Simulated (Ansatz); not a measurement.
`BCCB` → `BCB` + `[CH2]` (triplet) at 500 K and 1 bar (formal loss of a carbene).

Gas-phase electronic energies from Ansatz, PBE0-D4/def2-TZVP geometries. CCSD(T)/CBS adds triple-zeta CCSD(T) − MP2 to the extrapolated MP2 energy (def2 sets, frozen cores). This one scheme is used for every species. Triplets are unrestricted, without spin–orbit coupling. Each species was taken in one conformer, which may not be the lowest.

```json
{"species": "`BCCB`", "CCSD(T)/CBS energy (Eh)": "-130.46678", "H − E (kJ/mol)": "296.3", "S (J/(mol·K))": "345.2"}
{"species": "`BCB`", "CCSD(T)/CBS energy (Eh)": "-91.21084", "H − E (kJ/mol)": "211.3", "S (J/(mol·K))": "329.6"}
{"species": "`[CH2]` (triplet)", "CCSD(T)/CBS energy (Eh)": "-39.09499", "H − E (kJ/mol)": "62.7", "S (J/(mol·K))": "213.9"}
```

H − E and S are ideal-gas, rigid-rotor, harmonic terms from PBE0-D4/def2-TZVP, for one conformer and one mirror image of each species, with the whole ground term of open shells counted as degenerate. 1 Eh = 2625.50 kJ/mol, R = 8.31446 J/(mol·K).

Task: By hand: ΔE, ΔH, ΔS and ΔG.

Result: ΔE = (-91.21084) + (-39.09499) − (-130.46678) = 0.16095 Eh = 422.6 kJ/mol. Δ(H − E) = 211.3 + 62.7 − 296.3 = -22.3, so ΔH = 400.3 kJ/mol. ΔS = 329.6 + 213.9 − 345.2 = 198.3 J/(mol·K). ΔG = 400.3 − 500 × (198.3)/1000 = 301.1 kJ/mol.

Task: By hand: the equilibrium constant, and the temperature at which ΔG would vanish if ΔH and ΔS stayed fixed.

Result: log₁₀ K = −ΔG/(RT ln 10) = -31.5. ΔG = 0 at ΔH/ΔS = 2019 K.

The number of gas molecules changes by +1, which sets the sign of ΔS. A doubt of 5 kJ/mol in ΔE shifts log₁₀ K by 0.5 here. Other conformers and mirror images would add mixing entropy, several J/(mol·K) or more a flexible species. A triplet takes part, so the spin changes. These are equilibria of isolated gas molecules and say nothing of rates. Largest T1 diagnostic: 0.011 (customary marks: 0.02 for closed shells, 0.045 for open ones).
